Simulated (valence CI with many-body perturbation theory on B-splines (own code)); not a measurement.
**E1 transitions of Cr XX**

Calculated by configuration interaction combined with many-body perturbation theory (CI+MBPT): three valence electrons over a frozen Dirac-Fock core [He], radial functions for each j: 11 s, 11 p, 10 d, 8 f, 5 g, 2 h, with the one-electron correlation potential Σ1 (screened to all orders), the two-electron term Σ2, the three-electron term Σ3, Breit, model QED; selected single and double excitations, second order for the rest, scaled by the run's own slope (own B-spline code, finite nucleus).

No measured spectrum was set against this ion. As an estimate, levels of excited configurations hold to 0.05 to 0.15 % of their energy, terms of the ground configuration to about 0.5 %.

Lines 201 to 250 of 578 in falling wavelength, among levels below 91.187 Ry, chosen from the strongest by gf and those to the six lowest levels. Wavelengths and rates use the calculated energies, so an error of 600 cm⁻¹ moves a line at 4.554 nm by 0.027 % and its rate by three times that or more. Electric multipoles are in the length gauge with retardation, E1 and E2 with the static RPA response of the core. Weak lines are less certain than strong ones. Lines between different terms over intervals too small for the method are left out, as are lines whose strength nearly cancels. Where a level lies close to another of its J and parity, the split of strength between their lines is uncertain. The highest levels of a list are the least certain.

Names give the largest LS component (configuration and term), which can be under half, so a name can repeat, a term be missing and a line seem to break the LS rules; names also repeat where a configuration has a term twice. Letters in brackets count levels of one name in rising energy.

| λ vac (nm) | Upper | Lower | A (s⁻¹) | S (a.u.) with core polarisation | S without |
| --- | --- | --- | --- | --- | --- |
| 4.554 | 2s2p4f ⁴G_5/2 | 2s2p3d ⁴D°_3/2 | 1.07e+11 | 2.98e-02 | 2.98e-02 |
| 4.552 | 2s2p4f ²D_5/2 [a] | 2s2p3d ²D°_3/2 [a] | 1.13e+12 | 3.15e-01 | 3.15e-01 |
| 4.546 | 2s2p4s ²P°_1/2 [b] | 2s2p3p ²P_3/2 [b] | 2.01e+11 | 1.86e-02 | 1.86e-02 |
| 4.544 | 2s2p4f ²F_5/2 | 2s2p3d ²D°_5/2 [b] | 9.48e+10 | 2.63e-02 | 2.63e-02 |
| 4.541 | 2s2p4f ²F_7/2 [b] | 2s2p3d ²D°_5/2 [b] | 1.95e+12 | 7.22e-01 | 7.22e-01 |
| 4.541 | 2s2p4f ²D_3/2 [b] | 2s2p3d ²P°_1/2 [b] | 8.60e+11 | 1.59e-01 | 1.59e-01 |
| 4.538 | 2s2p4f ⁴F_7/2 [a] | 2s2p3d ⁴P°_5/2 [a] | 1.07e+12 | 3.94e-01 | 3.94e-01 |
| 4.528 | 2s2p4s ²P°_3/2 [b] | 2s2p3p ²D_5/2 [b] | 2.12e+11 | 3.89e-02 | 3.89e-02 |
| 4.527 | 2s²4s ²S_1/2 | 2s²3p ²P°_3/2 | 2.98e+11 | 2.73e-02 | 2.73e-02 |
| 4.525 | 2s2p4f ²F_5/2 | 2s2p3d ²D°_3/2 [b] | 1.83e+12 | 5.03e-01 | 5.03e-01 |
| 4.522 | 2s2p4s ⁴P°_3/2 | 2s2p3p ⁴D_5/2 | 1.93e+11 | 3.52e-02 | 3.52e-02 |
| 4.518 | 2s2p4f ⁴F_3/2 | 2s2p3d ⁴D°_1/2 | 1.23e+12 | 2.24e-01 | 2.24e-01 |
| 4.515 | 2s2p4f ⁴F_5/2 [b] | 2s2p3d ⁴P°_3/2 | 8.18e+11 | 2.23e-01 | 2.23e-01 |
| 4.514 | 2s2p4f ⁴F_5/2 [a] | 2s2p3s ²P°_3/2 [b] | 1.41e+11 | 3.85e-02 | 3.85e-02 |
| 4.514 | 2s2p4f ²D_5/2 [b] | 2s2p3d ²D°_5/2 [b] | 3.34e+11 | 9.08e-02 | 9.09e-02 |
| 4.514 | 2s2p4f ⁴D_3/2 | 2s2p3d ⁴P°_1/2 | 6.61e+11 | 1.20e-01 | 1.20e-01 |
| 4.512 | 2s2p4f ⁴F_3/2 | 2s2p3s ²P°_1/2 [b] | 3.14e+11 | 5.68e-02 | 5.69e-02 |
| 4.511 | 2s2p4f ⁴F_3/2 | 2s2p3d ⁴D°_3/2 | 4.17e+11 | 7.57e-02 | 7.57e-02 |
| 4.511 | 2s2p4f ⁴F_7/2 [b] | 2s2p3d ⁴P°_5/2 [b] | 9.03e+11 | 3.27e-01 | 3.27e-01 |
| 4.509 | 2s2p4f ⁴D_1/2 | 2s2p3d ⁴P°_1/2 | 1.78e+12 | 1.61e-01 | 1.61e-01 |
| 4.508 | 2s²4f ²F°_5/2 | 2s²3d ²D_5/2 | 1.54e+11 | 4.17e-02 | 4.18e-02 |
| 4.508 | 2s2p4f ⁴F_5/2 [a] | 2s2p3d ⁴D°_3/2 | 1.46e+12 | 3.96e-01 | 3.96e-01 |
| 4.508 | 2s2p4f ⁴D_3/2 | 2s2p3d ⁴P°_3/2 | 1.17e+12 | 2.12e-01 | 2.12e-01 |
| 4.506 | 2s2p4f ⁴F_5/2 [b] | 2s2p3d ⁴P°_5/2 [b] | 6.50e+11 | 1.76e-01 | 1.76e-01 |
| 4.506 | 2s²4f ²F°_7/2 | 2s²3d ²D_5/2 | 2.31e+12 | 8.34e-01 | 8.34e-01 |
| 4.504 | 2s2p4f ⁴D_5/2 | 2s2p3d ⁴P°_3/2 | 2.64e+11 | 7.15e-02 | 7.15e-02 |
| 4.504 | 2s2p4f ²F_7/2 [a] | 2s2p3d ⁴P°_5/2 [b] | 4.02e+11 | 1.45e-01 | 1.45e-01 |
| 4.504 | 2s2p4f ²D_5/2 [a] | 2s2p3s ²P°_3/2 [b] | 1.25e+11 | 3.38e-02 | 3.38e-02 |
| 4.502 | 2s2p4f ⁴D_1/2 | 2s2p3d ⁴P°_3/2 | 5.01e+11 | 4.51e-02 | 4.51e-02 |
| 4.502 | 2s2p4s ⁴P°_5/2 | 2s2p3p ⁴D_7/2 | 1.90e+11 | 5.13e-02 | 5.13e-02 |
| 4.502 | 2s2p4s ²P°_3/2 [b] | 2s2p3p ²D_3/2 | 1.03e+11 | 1.86e-02 | 1.86e-02 |
| 4.501 | 2s2p4f ²F_5/2 | 2s2p3d ²F°_5/2 [b] | 2.83e+11 | 7.64e-02 | 7.65e-02 |
| 4.499 | 2s2p4f ⁴D_3/2 | 2s2p3d ⁴P°_5/2 [b] | 2.15e+11 | 3.87e-02 | 3.87e-02 |
| 4.498 | 2s2p4f ²D_3/2 [b] | 2s2p3d ²D°_3/2 [b] | 3.21e+11 | 5.77e-02 | 5.77e-02 |
| 4.496 | 2s2p4f ⁴G_7/2 | 2s2p3d ⁴P°_5/2 [a] | 5.00e+11 | 1.79e-01 | 1.79e-01 |
| 4.495 | 2s2p4f ⁴F_5/2 [a] | 2s2p3d ⁴P°_5/2 [a] | 2.20e+11 | 5.91e-02 | 5.91e-02 |
| 4.495 | 2s2p4f ²F_7/2 [b] | 2s2p3d ²F°_7/2 [b] | 2.56e+11 | 9.18e-02 | 9.18e-02 |
| 4.495 | 2s2p4f ⁴D_5/2 | 2s2p3d ⁴P°_5/2 [b] | 2.92e+11 | 7.86e-02 | 7.86e-02 |
| 4.495 | 2s²4f ²F°_5/2 | 2s²3d ²D_3/2 | 2.16e+12 | 5.81e-01 | 5.81e-01 |
| 4.493 | 2s2p4f ²D_3/2 [a] | 2s2p3d ⁴P°_3/2 | 1.14e+11 | 2.04e-02 | 2.04e-02 |
| 4.488 | 2s2p4f ²G_7/2 [b] | 2s2p3d ²F°_5/2 [b] | 2.00e+12 | 7.12e-01 | 7.12e-01 |
| 4.488 | 2s2p4f ⁴F_9/2 | 2s2p3d ⁴D°_7/2 | 1.65e+12 | 7.34e-01 | 7.35e-01 |
| 4.488 | 2s2p4f ⁴F_7/2 [b] | 2s2p3d ⁴D°_7/2 | 5.59e+11 | 1.99e-01 | 1.99e-01 |
| 4.484 | 2s2p4f ²G_7/2 [b] | 2s2p3d ²F°_7/2 [b] | 6.92e+10 | 2.46e-02 | 2.47e-02 |
| 4.484 | 2s2p4f ⁴F_5/2 [b] | 2s2p3d ⁴D°_7/2 | 9.35e+10 | 2.50e-02 | 2.50e-02 |
| 4.483 | 2s2p4f ²G_7/2 [a] | 2s2p3d ⁴P°_5/2 [a] | 5.36e+11 | 1.91e-01 | 1.91e-01 |
| 4.482 | 2s2p4f ²G_9/2 [b] | 2s2p3d ²F°_7/2 [b] | 2.14e+12 | 9.50e-01 | 9.51e-01 |
| 4.481 | 2s2p4f ²F_7/2 [a] | 2s2p3d ⁴D°_7/2 | 1.73e+11 | 6.16e-02 | 6.16e-02 |
| 4.466 | 2s2p4f ⁴G_7/2 | 2s2p3d ⁴F°_7/2 | 1.37e+11 | 4.81e-02 | 4.81e-02 |
| 4.465 | 2s2p4f ⁴G_9/2 | 2s2p3d ⁴F°_7/2 | 1.93e+12 | 8.46e-01 | 8.47e-01 |
